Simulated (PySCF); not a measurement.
Two species compared at the same levels of theory.

First species: C₇H₉N₃.
SMILES: `c1(nncn1CCC)C#C`

Second species: C₆H₅N₃.
Atom-mapped SMILES: `[CH2:1]=[CH:2][c:3]1[cH:4][c:5]([C:6]#[N:7])[nH:8][n:9]1` (hydrogens: H10, H11 on C1; H12 on C2; H13 on C4; H14 on N8)

Structure used (GFN2-xTB), in Å, numbered top down from 1:
```
atom  x, y, z in Å
C1     2.796   -0.520    0.317
C2     1.816   -0.166   -0.503
C3     0.432   -0.046   -0.096
C4    -0.656    0.325   -0.912
C5    -1.757    0.296   -0.072
C6    -3.104    0.572   -0.332
N7    -4.206    0.802   -0.556
N8    -1.288   -0.075    1.152
N9     0.014   -0.281    1.147
H10    2.595   -0.739    1.351
H11    3.815   -0.601   -0.018
H12    2.006    0.055   -1.545
H13   -0.643    0.575   -1.953
H14   -1.820   -0.197    2.000
```

Levels: PBE0/pcSseg-1 for dipole moment, HOMO energy, LUMO energy and HOMO–LUMO gap; GFN2-xTB for rotational constant A and rotational constant C. Geometries: GFN2-xTB. Each species is one conformer at its optimised geometry, gas phase, non-relativistic unless stated; the electronic structure was computed with PySCF and density fitting.

The conformers computed, where there is a choice (atom-mapped SMILES and torsion angles):
- `[CH:1]#[C:2][c:3]1[n:4][n:5][cH:6][n:7]1[CH2:8][CH2:9][CH3:10]`: C6–N7–C8–C9 -98°, N7–C8–C9–C10 64°
- `[CH2:1]=[CH:2][c:3]1[cH:4][c:5]([C:6]#[N:7])[nH:8][n:9]1`: C1–C2–C3–C4 180°

Values for the first species:

- Dipole moment: 6.31 D
- HOMO energy: -7.22 eV
- LUMO energy: -0.90 eV
- HOMO–LUMO gap: 6.32 eV
- Rotational constant A: 1.690 GHz
- Rotational constant C: 0.849 GHz

(1) Estimate the same properties for the second species, and the change in each.

Answers

(1) 
```
             property      first     second  second less first
        dipole moment     6.31 D     2.38 D            -3.93 D
          HOMO energy   -7.22 eV   -7.17 eV           +0.05 eV
          LUMO energy   -0.90 eV   -1.49 eV           -0.59 eV
        HOMO–LUMO gap    6.32 eV    5.68 eV           -0.64 eV
rotational constant A  1.690 GHz  7.219 GHz         +5.529 GHz
rotational constant C  0.849 GHz  0.797 GHz         -0.052 GHz
```

On the first: The dipole matches unit charges of opposite sign 1.31 Å apart (1 e·Å = 4.8032 D). A dipole of 6.31 D is allowed in C1, and pure rotational transitions are dipole-allowed.

On the second: The dipole matches unit charges of opposite sign 0.49 Å apart (1 e·Å = 4.8032 D). A dipole of 2.38 D is allowed in Cs, and pure rotational transitions are dipole-allowed.
